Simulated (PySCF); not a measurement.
These 2 structures share the formula C8H4F3N. Method: PBE0-D3(BJ)/def2-SVP geometry optimisation, gas phase (PySCF 2.14.0). One conformer each; no zero-point energy, no entropy. No frequencies were run at this level. Point groups hold within 0.08 Å.

Question: Rank from lowest to highest electronic energy at this level (kcal/mol).
A. `N#Cc1ccccc1C(F)(F)F` (2-(trifluoromethyl)benzonitrile)
B. `N#C[C@]12C=C[C@@]1(C(F)(F)F)C=C2`

Answer: A (0.0), B (75.9).

As drawn, the lower has an aromatic ring, which the higher lacks; the higher has a four-membered ring, a C=C bond outside aromatic rings and a quaternary carbon, which the lower lacks.

```tsv
SMILES	E (Eh)	E rel (kcal/mol)	dipole (D)	point group	A, B, C (MHz)
N#Cc1ccccc1C(F)(F)F	-660.35554	0.0	5.64	Cs	1312, 938.5, 604.6
N#C[C@]12C=C[C@@]1(C(F)(F)F)C=C2	-660.23462	75.9	5.05	–	1377, 975.8, 837.5
```
